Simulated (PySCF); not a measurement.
Compound: CH7B2FSi.
SMILES: `FBB(C)[SiH3]`

Jobs on this species (12 atoms, 46 electrons) with PySCF (density fitting). Hardware of each: one thread of an Arm Neoverse V1 (shared host). Times come from a shared host and carry two figures at best. Peak memory is the resident size of the whole Python process, interpreter and libraries included.

```tsv
level and settings	work	basis functions	SCF cycles	wall time	peak memory
delta-SCF UKS SCAN, pcX-2 on the ionised atom, pcseg-1 elsewhere, spin-free X2C	ΔSCF core ionisation, 6 holes	151	?	?	?
delta-SCF UKS B3LYP, pcX-2 on the ionised atom, pcseg-1 elsewhere, spin-free X2C	ΔSCF core ionisation, 6 holes	151	?	?	?
delta-SCF UKS HF, pcX-2 on the ionised atom, pcseg-1 elsewhere, spin-free X2C	ΔSCF core ionisation, 6 holes	151	81	22 s	0.54 GiB
delta-SCF UKS SCAN, pcX-2 on the ionised atom, pcseg-1 elsewhere, non-relativistic	ΔSCF core ionisation, 6 holes	151	94	35 s	0.54 GiB
delta-SCF UKS PBE, pcX-2 on the ionised atom, pcseg-1 elsewhere, spin-free X2C	ΔSCF core ionisation, 6 holes	151	92	22 s	0.55 GiB
delta-SCF UKS SCAN, def2-TZVP on the ionised atom, pcseg-1 elsewhere, spin-free X2C	ΔSCF core ionisation, 6 holes	128	91	33 s	0.54 GiB
PBE0-D3(BJ)/def2-SVP, grid level 1	geometry optimisation from a GFN2-xTB start shaken at random	109	39	25 s	0.45 GiB
delta-SCF UKS PBE0, pcX-2 on the ionised atom, pcseg-1 elsewhere, spin-free X2C	ΔSCF core ionisation, 6 holes	151	84	39 s	0.63 GiB
delta-SCF UKS SCAN, pcX-1 on the ionised atom, pcseg-1 elsewhere, spin-free X2C	ΔSCF core ionisation, 6 holes	131	92	29 s	0.54 GiB
```

Problem. Fill in the missing figures.

Solution. 
- delta-SCF UKS SCAN, pcX-2 on the ionised atom, pcseg-1 elsewhere, spin-free X2C; ΔSCF core ionisation, 6 holes: 37 s, 0.54 GiB, 95 SCF cycles
- delta-SCF UKS B3LYP, pcX-2 on the ionised atom, pcseg-1 elsewhere, spin-free X2C; ΔSCF core ionisation, 6 holes: 39 s, 0.61 GiB, 83 SCF cycles

Problem. What do all jobs in the table cost together?

Solution. About 4.7 min; the longest takes about 14 % of that, and about 1.8 times as long as the shortest.
